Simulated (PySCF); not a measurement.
C2ClO2Pt, charge +1, singlet, at a GFN2-xTB geometry (such geometries of metal compounds can be far from the true shape) (the multiplicity is a formal guess) (core potentials on Pt); DF-TPSS/def2-SVP (PySCF).

Here is a job for PySCF.
```python
from pyscf import gto, scf, dft

mol = gto.Mole()
mol.atom = '''
    Pt   -0.10034915   -0.07823285    0.00708963
    Cl   -1.70230998   -1.32713188    0.12026756
    O     0.41165848    2.55148831   -1.39841969
    C     0.31507625    1.58271118   -0.84308924
    O     2.68810317   -0.13489407    1.17942270
    C     1.67965885   -0.02760278    0.70216196
'''
mol.basis = 'def2-svp'
mol.ecp = {'Pt': 'def2-svp'}
mol.charge = 1
mol.verbose = 4
mol.build()

mf = dft.RKS(mol)
mf.xc = 'tpss'
mf = mf.density_fit(auxbasis='def2-universal-jkfit')
mf.kernel()
mf.analyze()
```

What the program printed (banner, timings and long lists left out):

```
PySCF version 2.14.0

[INPUT] verbose = 4
[INPUT] num. atoms = 6
[INPUT] num. electrons = 62
[INPUT] charge = 1
[INPUT] spin (= nelec alpha-beta = 2S) = 0
[INPUT] symmetry False subgroup None
[INPUT] Mole.unit = angstrom
[INPUT] Symbol           X                Y                Z      unit          X                Y                Z       unit  Magmom
[INPUT]  1 Pt    -0.100349150000  -0.078232850000   0.007089630000 AA   -0.189632410333  -0.147838660444   0.013397459025 Bohr   0.0
[INPUT]  2 Cl    -1.702309980000  -1.327131880000   0.120267560000 AA   -3.216899641314  -2.507915784379   0.227272750070 Bohr   0.0
[INPUT]  3 O      0.411658480000   2.551488310000  -1.398419690000 AA    0.777921784055   4.821614115929  -2.642630221299 Bohr   0.0
[INPUT]  4 C      0.315076250000   1.582711180000  -0.843089240000 AA    0.595407820855   2.990890664487  -1.593207762168 Bohr   0.0
[INPUT]  5 O      2.688103170000  -0.134894070000   1.179422700000 AA    5.079778785875  -0.254912848128   2.228785888095 Bohr   0.0
[INPUT]  6 C      1.679658850000  -0.027602780000   0.702161960000 AA    3.174095209202  -0.052161694477   1.326893799488 Bohr   0.0

nuclear repulsion = 324.635879971528
number of shells = 44
number of NR pGTOs = 189
number of NR cGTOs = 106
basis = def2-svp
ecp = {'Pt': 'def2-svp'}

******** <class 'pyscf.df.df_jk.DFRKS'> ********
method = DFRKS
initial guess = minao
damping factor = 0
level_shift factor = 0
DIIS = <class 'pyscf.scf.diis.CDIIS'>
diis_start_cycle = 1
diis_space = 8
diis_damp = 0
SCF conv_tol = 1e-09
SCF conv_tol_grad = None
SCF max_cycles = 50
direct_scf = False
XC library pyscf.dft.libxc version 7.1.2
    S. Lehtola, C. Steigemann, M. J. T. Oliveira, and M. A. L. Marques,  SoftwareX 7, 1–5 (2018)
XC functionals = tpss
    J. Tao, J. P. Perdew, V. N. Staroverov, and G. E. Scuseria,  Phys. Rev. Lett. 91, 146401 (2003)
    J. P. Perdew, J. Tao, V. N. Staroverov, and G. E. Scuseria,  J. Chem. Phys. 120, 6898 (2004)
    J. Tao, J. P. Perdew, V. N. Staroverov, and G. E. Scuseria,  Phys. Rev. Lett. 91, 146401 (2003)
    J. P. Perdew, J. Tao, V. N. Staroverov, and G. E. Scuseria,  J. Chem. Phys. 120, 6898 (2004)
radial grids:
    Treutler-Ahlrichs [JCP 102, 346 (1995); DOI:10.1063/1.469408] (M4) radial grids

becke partition: Becke, JCP 88, 2547 (1988); DOI:10.1063/1.454033
pruning grids: <function nwchem_prune>
grids dens level: 3
symmetrized grids: False
atomic radii adjust function: <function treutler_atomic_radii_adjust>
small_rho_cutoff = 0
Set gradient conv threshold to 3.16228e-05
Initial guess from minao.
tot grids = 99592
init E= -795.298975811241
  HOMO = -0.647885336075638  LUMO = -0.580566631592557  gap/eV = 1.83184
cycle= 1 E= -805.124549851191  delta_E= -9.83  |g|= 1.42  |ddm|= 8.64
  HOMO = -0.289240760863519  LUMO = -0.159138123035017  gap/eV = 3.54027
cycle= 2 E= -791.87428209934  delta_E= 13.3  |g|= 5.78  |ddm|= 6.27
  HOMO = -0.478409415681881  LUMO = -0.365070778888679  gap/eV = 3.08410
cycle= 3 E= -805.442005723982  delta_E= -13.6  |g|= 0.917  |ddm|= 5.48
  HOMO = -0.445793804946158  LUMO = -0.38228495173811  gap/eV = 1.72816
cycle= 4 E= -805.512587122902  delta_E= -0.0706  |g|= 0.788  |ddm|=  1.8
  HOMO = -0.503988297461739  LUMO = -0.417146007105806  gap/eV = 2.36310
cycle= 5 E= -805.663542799312  delta_E= -0.151  |g|= 0.202  |ddm|= 1.05
  HOMO = -0.476479343523018  LUMO = -0.395256449088207  gap/eV = 2.21019
cycle= 6 E= -805.674609899387  delta_E= -0.0111  |g|= 0.0356  |ddm|= 0.251
  HOMO = -0.478928878920813  LUMO = -0.396950999493451  gap/eV = 2.23073
cycle= 7 E= -805.674807368022  delta_E= -0.000197  |g|= 0.0191  |ddm|= 0.0324
  HOMO = -0.478479268099698  LUMO = -0.39646004548257  gap/eV = 2.23186
cycle= 8 E= -805.674869515001  delta_E= -6.21e-05  |g|= 0.0106  |ddm|= 0.0104
  HOMO = -0.477924539956644  LUMO = -0.396244177646848  gap/eV = 2.22264
cycle= 9 E= -805.674884355405  delta_E= -1.48e-05  |g|= 0.00791  |ddm|= 0.0111
  HOMO = -0.477885450443148  LUMO = -0.395946331688525  gap/eV = 2.22968
cycle= 10 E= -805.674898099147  delta_E= -1.37e-05  |g|= 0.00118  |ddm|= 0.00832
  HOMO = -0.477828369249025  LUMO = -0.395934569856248  gap/eV = 2.22844
cycle= 11 E= -805.674898564827  delta_E= -4.66e-07  |g|= 0.000167  |ddm|= 0.00191
  HOMO = -0.47783498815686  LUMO = -0.395944709521471  gap/eV = 2.22835
cycle= 12 E= -805.674898571889  delta_E= -7.06e-09  |g|= 2.17e-05  |ddm|= 0.000182
  HOMO = -0.477834551656166  LUMO = -0.395944935038582  gap/eV = 2.22833
cycle= 13 E= -805.674898571831  delta_E= 5.8e-11  |g|= 2.95e-05  |ddm|= 3.82e-05
  HOMO = -0.477834244753686  LUMO = -0.395942925023162  gap/eV = 2.22838
Extra cycle  E= -805.674898570409  delta_E= 1.42e-09  |g|= 8.78e-05  |ddm|= 8.58e-05
converged SCF energy = -805.674898570409
**** SCF Summaries ****
Total Energy =                        -805.674898570409141
Nuclear Repulsion Energy =             324.635879971527800
One-electron Energy =                -1782.159716023729288
Two-electron Energy =                  651.848937481792177
Two-electron Coulomb Energy =          719.362518809256585
DFT Exchange-Correlation Energy =      -67.513581327464408
HOMO-LUMO gap [eV] =                     2.228376312874528
**** MO energy ****
MO #1   energy= -101.213902500103  occ= 2
MO #2   energy= -19.2280721421499  occ= 2
MO #3   energy= -19.228044131494   occ= 2
MO #4   energy= -10.376764477392   occ= 2
MO #5   energy= -10.3767480112815  occ= 2
MO #6   energy= -9.48957155306975  occ= 2
MO #7   energy= -7.27207550001277  occ= 2
MO #8   energy= -7.2709629947967   occ= 2
MO #9   energy= -7.26454650614689  occ= 2
MO #10  energy= -4.13975135250921  occ= 2
MO #11  energy= -2.44030152564957  occ= 2
MO #12  energy= -2.42272736869039  occ= 2
MO #13  energy= -2.37419638066064  occ= 2
MO #14  energy= -1.31286487545246  occ= 2
MO #15  energy= -1.31236866362572  occ= 2
MO #16  energy= -1.00791818049409  occ= 2
MO #17  energy= -0.797169553992518 occ= 2
MO #18  energy= -0.780678236847314 occ= 2
MO #19  energy= -0.698241437353284 occ= 2
MO #20  energy= -0.698069550285266 occ= 2
MO #21  energy= -0.68369356244268  occ= 2
MO #22  energy= -0.67190146542634  occ= 2
MO #23  energy= -0.665638042215152 occ= 2
MO #24  energy= -0.657454110858159 occ= 2
MO #25  energy= -0.626563554684185 occ= 2
MO #26  energy= -0.593476512229919 occ= 2
MO #27  energy= -0.553847489497583 occ= 2
MO #28  energy= -0.539509079206238 occ= 2
MO #29  energy= -0.525920304502014 occ= 2
MO #30  energy= -0.493422071623386 occ= 2
MO #31  energy= -0.477834244753686 occ= 2
MO #32  energy= -0.395942925023162 occ= 0
MO #33  energy= -0.312794223060908 occ= 0
MO #34  energy= -0.289849690055921 occ= 0
MO #35  energy= -0.287009055176077 occ= 0
MO #36  energy= -0.274713192976271 occ= 0
MO #37  energy= -0.159310917322031 occ= 0
MO #38  energy= -0.135552077719908 occ= 0
MO #39  energy= -0.11860248108374  occ= 0

WARN: System has nonzero charge 1; the dipole moment is origin-dependent.
Location of origin: [0. 0. 0.]

Dipole moment(X, Y, Z, Debye):  1.66331,  1.29723, -0.11778
```
